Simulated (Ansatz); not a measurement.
The same path of ClF$_{3}$H$_{3}$NZr (9 atoms, charge 0, multiplicity 1) was run 3 times with different band settings. Lost on the way: F8–H9. Made: Cl2–H9.

All numbers below come from RKS PBE0-D4/def2-SVP (Ansatz 0.2.0).

Relaxed end points:

```xyz
9
Properties=species:S:1:pos:R:3
Zr -0.023 0.000 -0.022
Cl 0.195 -0.010 2.414
N 1.887 0.001 -0.613
H 2.463 -0.825 -0.768
H 2.453 0.829 -0.788
F -0.615 1.658 -0.738
F -0.621 -1.657 -0.734
F -2.245 0.006 1.014
H -1.850 -0.001 1.877
```

```xyz
9
Properties=species:S:1:pos:R:3
Zr -0.414 -0.126 -0.495
Cl 0.049 1.258 2.309
N 1.578 -0.277 -0.254
H 2.200 -0.832 -0.839
H 2.127 0.207 0.453
F -0.992 1.649 -0.894
F -0.728 -1.219 -2.015
F -1.418 -0.903 0.980
H -0.758 0.243 2.395
```

Common settings: movable images 7; climbing image yes; optimiser quadratic models (default); start path through a guess of the saddle point; force threshold 0.05 eV/Å; iteration limit 60; end points relaxed.

| run | spring |
| --- | --- |
| 1 | 5.0 eV/Å² |
| 2 | 0.5 eV/Å² |
| 3 | 0.1 eV/Å² |

Task: What does each run give, and how far can it be trusted?

Result: Run 1: converged after 23 iterations, highest image 0.289 eV above the first end. A vibrational analysis at the climbing image gives one clearly imaginary mode, 333i cm⁻¹: a first-order saddle point.
Run 2: converged after 30 iterations, highest image 0.285 eV above the first end. Beside the main top the profile has a ripple of under 15 meV (maxima at images 3, 5), which may be a very shallow well or noise. The order of the point at the top wasn't checked.
Run 3: converged after 32 iterations, highest image 0.273 eV above the first end. The profile has 2 maxima (images 3, 6) with wells between them (image 5): this band takes more than one step, which may be the mechanism or a detour left from its start path. The order of the point at the top wasn't checked.
The orbitals stay closed-shell, which can raise the energy where a bond breaks towards radicals; this wasn't checked here.
